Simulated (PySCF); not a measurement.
C2HCl2, multiplicity 2. Atoms are numbered in the order given.

```xyz
5

C     -1.7715    -0.0605     0.0000
C     -0.4626     0.0003     0.0000
Cl     0.4049     1.4906     0.0000
Cl     0.5350    -1.4228     0.0000
H     -2.5733    -0.7924     0.0000
```
Charge 0, spin multiplicity 2.

Geometry: PBE0-D3(BJ)/def2-SVP. The isomer is the one that the SMILES or the coordinates give; other isomers of the formula were not compared.

The numbers are results of CAM-B3LYP/def2-TZVPD (PySCF), not measurements.

Mulliken values depend strongly on the basis, most of all with diffuse functions as here. ESP charges are fitted to the potential on shells at 1.4 to 2.0 van der Waals radii. Atomic charges (e):

| atom | Mulliken | ESP fit | Mulliken spin |
|---|---|---|---|
| C1 | -0.39 | -0.13 | 1.05 |
| C2 | 0.37 | -0.10 | -0.18 |
| Cl3 | -0.14 | 0.03 | 0.03 |
| Cl4 | -0.16 | 0.00 | 0.08 |
| H5 | 0.31 | 0.21 | 0.02 |
